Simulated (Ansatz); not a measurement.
Ideal-gas functions of C2H5GeN, SMILES `NC#[C][GeH3]` at 298.15 K and 1 bar, from an Ansatz frequency run at PBE0-D4/def2-TZVP.

Molar mass 115.68 g/mol, point group C1 (symmetry number 1), electronic degeneracy 1, moments of inertia 7.948, 338.521, 339.768 u Å². Harmonic wavenumbers (cm⁻¹, unscaled): 25, 111, 144, 393, 426, 461, 556, 620, 626, 846, 878, 886, 1186, 1211, 1635, 2152, 2158, 2163, 2307, 3569, 3659.

Use S(trans) = R[1.5 ln M + 2.5 ln T − 1.1517]; rotational temperatures θ = 24.2544 K / I; S(rot) = R[ln(√π/σ · √(T³/θAθBθC)) + 1.5]; for each mode x = 1.438777 ν̃/T, S = R[x/(eˣ − 1) − ln(1 − e⁻ˣ)] and H = RT x/(eˣ − 1); 1 cm⁻¹ = 0.0119627 kJ/mol; R = 8.31446 J/(mol·K).

By hand: the entropy, in J/(mol·K).

Translation 168.1. Rotation: θ = 3.0516, 0.0716, 0.0714 K, giving 105.6. Vibration, mode by mode: 25.90, 13.60, 11.51, 4.14, 3.65, 3.19, 2.23, 1.74, 1.70, 0.72, 0.64, 0.62, 0.18, 0.17, 0.03, 0.00, 0.00, 0.00, 0.00, 0.00, 0.00, in all 70.0. Electronic 0.0. Sum 343.7 J/(mol·K).

By hand: H − E and G − E in kJ/mol, counted from the electronic energy.

Zero-point energy ½ × 26012 × 0.0119627 = 155.6; thermal vibration 10.0; translation, rotation and pV give 4 RT = 9.9. H − E = 175.5 kJ/mol, and G − E = 175.5 − 298.15 × 343.7/1000 = 73.0 kJ/mol.

Vibration gives 20 % of the entropy, 51.0 J/(mol·K) of it from the modes under 150 cm⁻¹: soft modes count most, and the harmonic formula is weakest for them. The sum counts one conformer and one mirror image; others add a mixing term.
